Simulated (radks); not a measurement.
Spherical jellium clusters: N electrons in a uniform positive sphere of charge N and radius rs N^(1/3), rs = 2.39 bohr. Method: non-relativistic Kohn-Sham, PBE, spin-polarised, spherical densities; computed with a radial shooting solver with Libxc functionals. Levels are named by radial order and angular momentum (1s, 1p, 1d, 2s, ...), and open shells are averaged over m.

N = 9, configuration 1s2 1p6 1d(up 1, down 0). This is the lowest configuration that the search found. Occupied and some empty levels:

level    occupation  eigenvalue (eV)  <r> (bohr)
1s up             1          -8.4974       3.349
1s down           1          -8.4008       3.273
1p up             3          -5.3721       4.271
1p down           3          -5.1349       4.218
1d up             1          -2.0263       5.387
2s up             0          -1.7832       6.104
1d down           0          -1.7160       5.386
2s down           0          -1.5822       6.058

Energy (eV): total -8.83302, kinetic 36.132, external -501.96, Hartree 238.47, exchange-correlation -47.491, background 266.02.

Electron density:

r (bohr)  n(r) (e/bohr^3)
0.178             0.01215
0.624             0.01299
1.07              0.01454
1.52              0.01638
1.96              0.01796
2.41              0.01876
2.86              0.01844
3.30              0.01690
3.75              0.01432
4.20              0.01118
4.64             0.008024
5.09             0.005335
5.53             0.003349
5.98             0.002024
6.43             0.001199
6.87            0.0007016
7.32            0.0004103
7.77            0.0002406
8.21            0.0001417
8.66           0.00008417
